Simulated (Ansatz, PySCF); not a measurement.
H6OSi2Te, SMILES [SiH3]O[Te][SiH3]. Atoms are numbered in the order given.

```xyz
10

Te    -0.6022    -0.3211     0.5319
Si    -0.5851     2.1422    -0.0292
H     -1.9868     2.6147     0.1623
H     -0.1568     2.3335    -1.4411
H      0.3382     2.8709     0.8818
O      1.3750    -0.4881     0.0923
Si     1.9079    -0.9858    -1.4152
H      1.4339    -2.3647    -1.7398
H      3.3955    -0.9684    -1.3590
H      1.4346    -0.0630    -2.4910
```
Charge 0, spin multiplicity 1.

The structure is a stationary point at B3LYP-D3(BJ)/def2-SVP. This is a generated structure with no PubChem entry under its InChIKey; it may be hypothetical. The def2 effective core potentials stand for the cores of Te; spin–orbit coupling is left out. One conformer was computed; it need not be the lowest.

Two levels are set side by side: PBE-D3(BJ)/def2-SVP (Ansatz, a program for electronic structure) and B3LYP-D3(BJ)/def2-SVP (Ansatz). Each level has its own optimised geometry; the coordinates shown are those of the second. Frequencies come from the Hessian of PySCF at each geometry. Differences are taken from unrounded values.

```csv
quantity,B3LYP-D3(BJ)
mean bond length (Å),1.686
bond Te1–Si2 (Å),2.526
bond Te1–O6 (Å),2.032
bond O6–Si7 (Å),1.675
bond Si2–H3 (Å),1.491
bond Si2–H4 (Å),1.488
bond Si2–H5 (Å),1.488
bond Si7–H8 (Å),1.494
bond Si7–H9 (Å),1.489
bond Si7–H10 (Å),1.494
highest harmonic wavenumber (cm⁻¹),2243
mean harmonic wavenumber (cm⁻¹),990
zero-point energy (kcal/mol),33.96
```

### Question
What does PBE-D3(BJ) give, and how far is it from B3LYP-D3(BJ)? (An estimate is asked for; the answer gives what the named calculation found.)

### Answer

| quantity | PBE-D3(BJ) | PBE-D3(BJ) minus B3LYP-D3(BJ) |
|---|---|---|
| mean bond length (Å) | 1.700 | 0.013 |
| bond Te1–Si2 (Å) | 2.524 | -0.002 |
| bond Te1–O6 (Å) | 2.051 | 0.018 |
| bond O6–Si7 (Å) | 1.693 | 0.019 |
| bond Si2–H3 (Å) | 1.505 | 0.014 |
| bond Si2–H4 (Å) | 1.502 | 0.014 |
| bond Si2–H5 (Å) | 1.502 | 0.014 |
| bond Si7–H8 (Å) | 1.507 | 0.013 |
| bond Si7–H9 (Å) | 1.503 | 0.014 |
| bond Si7–H10 (Å) | 1.508 | 0.014 |
| highest harmonic wavenumber (cm⁻¹) | 2180 | -62 |
| mean harmonic wavenumber (cm⁻¹) | 955 | -34 |
| zero-point energy (kcal/mol) | 32.78 | -1.18 |

GGA bonds tend to be longer and softer than those of functionals with exact exchange. Differences between two approximate levels are no errors against the true value.
